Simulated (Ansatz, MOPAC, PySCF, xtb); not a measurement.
Donor–acceptor adduct: GaH2I (SMILES [GaH2][I]) (first 4 atoms) with H2O (SMILES O); geometry from B3LYP-D3(BJ)/def2-TZVP, rigid monomers moved along the line of their centres of mass till Ga1···O5 is 3.74 Å.
(charge 0, multiplicity 1):
```xyz
7

Ga    -0.027    -1.207     1.509
I     -0.162     1.068     0.285
H      1.396    -1.837     1.484
H     -1.411    -1.920     1.662
O      0.047    -0.468     5.179
H      0.211     0.461     4.947
H     -0.825    -0.494     5.596
```

Counterpoise-corrected where a basis set is named; no monomer relaxation.

Frozen-core correlation. Filled d and f shells under p-block atoms count as core. CBS: X⁻³ extrapolation of the correlation energy, Hartree–Fock from the larger set. The state that AM1, PM6 reach isn't checked.

The values were computed with Ansatz (Gaussian orbitals); MOPAC for AM1, PM6 (differences of heats of formation); PySCF for the dispersion terms; xtb for the GFN methods. Each number belongs to the level named beside it. In def2 rows elements past Kr take small-core potentials, without spin–orbit coupling.

```csv
level,interaction energy (kcal/mol)
AM1,-2.05
PM6,-1.26
GFN2-xTB,-6.89
HF/def2-SVPD,-3.10
B3LYP-D3(BJ)/def2-TZVPPD,-3.28
PBE0/def2-TZVPPD,(withheld)
wB97M-V/def2-TZVPPD,-3.36
MP2/def2-SVPD,-3.33
"CCSD(T)/CBS(def2-SVPD, def2-TZVPPD)",-3.31
```

Q: Some entries are withheld; supply them.

A: 
- PBE0/def2-TZVPPD, interaction energy (kcal/mol): -2.95

Ansatz is a quantum-chemistry and plane-wave program.
